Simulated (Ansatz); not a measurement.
Born–Oppenheimer molecular dynamics of GeH$_{6}$O$_{2}$ (9 atoms, charge 0, multiplicity 1). It starts at the highest image of a converged band. Of that band: Neighbouring images differ by up to 2.1 eV, so the band resolves the path poorly. A vibrational analysis at the climbing image gives one clearly imaginary mode, 1767i cm⁻¹: a first-order saddle point.

These are results of Ansatz 0.2.0, RHF/def2-SVP, not measurements.

```json
{
  "ensemble": "NVE (velocity Verlet)",
  "time step": "0.5 fs",
  "steps asked": "200",
  "starting velocities drawn for": "300 K",
  "seed": "11328"
}
```

First frame:

```xyz
9
Properties=species:S:1:pos:R:3
Ge 0.234 0.114 0.000
H -0.748 0.569 1.666
O 1.728 -0.042 -0.973
H 1.809 -0.838 -1.474
H -0.761 0.904 -0.828
H -0.066 -1.336 0.373
O 1.173 1.277 1.203
H 2.074 1.127 1.465
H 0.249 1.062 1.811
```

How far do the bonds stretch over the last three quarters of this one trajectory? (Pairs bonded in most of those frames.)


```csv
bond,mean (Å),spread (Å),shortest,longest
Ge1–O3,1.766,0.022,1.74,1.80
Ge1–H5,1.539,0.029,1.49,1.59
Ge1–H6,1.523,0.012,1.50,1.55
Ge1–O7,1.767,0.079,1.66,1.88
H2–H9,0.755,0.058,0.67,0.84
O3–H4,0.946,0.010,0.93,0.96
O7–H8,0.950,0.024,0.91,0.99
```

Mean temperature of the second half: 2598 K. The conserved energy stayed within 0.53 meV per atom of its start (net change 0.033 meV per atom), so the integration is sound. The kinetic energy rose, since the run started high on the potential surface and went downhill. It ends in pieces (GeH4O2 + H2), so much of that is their flight and rotation, not heat. A run of 0.1 ps of so small a system gives no equilibrium averages. The orbitals stay closed-shell, which can raise the energy where a bond breaks towards radicals; this wasn't checked here.

The run took 5.4 min on 1 thread of Arm Neoverse V1, on a shared host, peak memory 0.17 GiB.
